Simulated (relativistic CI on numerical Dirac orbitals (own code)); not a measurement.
A reference radial Dirac CI calculation of Re gave the lowest total energy -16677.42578 Ha in 64 SCF steps, from this input:

```
atom Re  Z=75  charge=0  electrons=75
nucleus A=187  rms_radius_fm=5.3698
hamiltonian dirac-coulomb  breit=on  qed=on  c_scale=1
orbitals kli  potential=per-configuration
slater_scale 1
correlation none
mixing on
grid step=0.0125 r_max=323.6
scf mixing=0.4 start=green max_iterations=150 tolerance=2e-08 node_fill=0.05
configurations
  [Xe] 4f14 5d5 6s2
  [Xe] 4f14 5d6 6s
  [Xe] 4f14 5d7
  [Xe] 4f14 5d6 6p
  [Xe] 4f14 5d5 6s 7s
end
```

One setting was then changed (and the iteration limit cut to 80), and the output read:

```
SCF 1: [Xe] 4f14 5d5 6s2
 iter      energy (Ha)   residual   last orbital (Ha)
    1    -16691.000674   2.48e+00     -0.48673
    2    -16706.710704   5.54e-01     -0.26607
    3    -16707.301307   3.03e-01     -0.31938
    4    -16707.530048   3.66e-02     -0.37893
SCF 2: [Xe] 4f14 5d6 6s
 iter      energy (Ha)   residual   last orbital (Ha)
    1    -16689.832590   2.58e+00     -0.48673
    2    -16706.676134   5.48e-01     -0.25110
    3    -16707.274417   3.08e-01     -0.29720
    4    -16707.497287   5.16e-02     -0.32867
SCF 3: [Xe] 4f14 5d7
 iter      energy (Ha)   residual   last orbital (Ha)
    1    -16688.511952   2.65e+00     -0.94615
    2    -16706.622841   5.45e-01     -0.16820
    3    -16707.207065   3.06e-01     -0.20635
    4    -16707.424610   3.12e-02     -0.21393
SCF 4: [Xe] 4f14 5d6 6p
 iter      energy (Ha)   residual   last orbital (Ha)
    1    -16689.982591   2.55e+00     -0.19583
    2    -16706.542370   5.50e-01     -0.11923
    3    -16707.149126   3.04e-01     -0.12752
    4    -16707.369604   5.87e-02     -0.12567
SCF 5: [Xe] 4f14 5d5 6s 7s
 iter      energy (Ha)   residual   last orbital (Ha)
    1    -16691.301351   2.41e+00     -0.10061
    2    -16706.517836   5.59e-01     -0.08361
    3    -16707.137017   2.88e-01     -0.08305
orbital energies (Ha): 4f5/2 -1.8171  4f7/2 -1.7254  5s -3.2771  5p1/2 -2.1717  5p3/2 -1.7719  5d3/2 -0.3774  5d5/2 -0.3457  6s -0.3789
configuration averages (Ha): Dirac-Coulomb, Breit, QED
  5d5 6s2                     -16707.530048   18.029752   12.261689
  5d6 6s                      -16707.497287   18.037348   12.263606
  5d7                         -16707.424610   18.024952   12.259606
  5d6 6p                      -16707.369604   18.041220   12.264016
  5d5 6s 7s                   -16707.137017   18.175281   12.302538
levels: no., configuration, term, J, E (cm-1), weight
   1 5d5 6s2                6S   5/2              0.0  0.93
   2 5d6 6s                 6D   9/2          13936.8  0.94
   3 5d5 6s2                4P   5/2          14438.8  0.28
   4 5d5 6s2                4P   3/2          15921.9  0.39
   5 5d6 6s                 6D   7/2          16133.4  0.97
   6 5d5 6s2                4P   1/2          16930.8  0.40
   7 5d6 6s                 6D   5/2          17182.2  0.46
   8 5d6 6s                 6D   5/2          18105.5  0.40
   9 5d5 6s2                4G   7/2          18142.9  0.67
  10 5d6 6s                 6D   3/2          18739.2  0.74
  11 5d5 6s2                4G   11/2         18986.2  0.84
  12 5d5 6s2                4G   9/2          19177.5  0.86
  13 5d6 6s                 6D   1/2          19565.1  0.64
  14 5d5 6s2                4D   7/2          20578.4  0.58
lowest total energy -16677.400288 Ha
end: converged
```

(1) Which setting was changed?
A. SCF tolerance
B. configuration list
C. charge
D. QED terms

Answers

(1) A. The SCF tolerance 0.3. This setting is bad on purpose; its numbers may not be properties of the ion.
